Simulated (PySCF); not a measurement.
C3H9FSi2, SMILES C([SiH3])/C([SiH3])=C\F.

The structure is a stationary point at B3LYP-D3(BJ)/def2-SVP. The structure was generated by enumeration; whether it is a known compound was not checked. Other conformers were not sampled.

Computed with PySCF with TDA-ωB97X/def2-SVPD.

Vertical excitations. 

| state | energy (eV) | λ (nm) | f | main pairs |
|---|---|---|---|---|
| S1 | 6.95 | 178 | 0.003 | HOMO→LUMO+1 69 % |
| S2 | 7.13 | 174 | 0.409 | HOMO→LUMO 78 % |
| S3 | 7.57 | 164 | 0.005 | HOMO→LUMO+2 38 %, HOMO→LUMO+3 29 %, HOMO→LUMO+4 20 % |
| S4 | 7.83 | 158 | 0.008 | HOMO−1→LUMO 48 %, HOMO→LUMO+5 11 %, HOMO−4→LUMO 11 % |
| S5 | 8.07 | 154 | 0.016 | HOMO→LUMO+5 58 %, HOMO−1→LUMO 9 % |
| S6 | 8.22 | 151 | 0.030 | HOMO→LUMO+2 27 %, HOMO→LUMO+3 19 %, HOMO→LUMO+1 12 %, HOMO→LUMO+7 10 % |
| T1 | 4.17 | 298 | 0 | HOMO→LUMO 78 % |
| T2 | 6.84 | 181 | 0 | HOMO→LUMO+1 68 % |
Triplets are in the Tamm–Dancoff approximation.
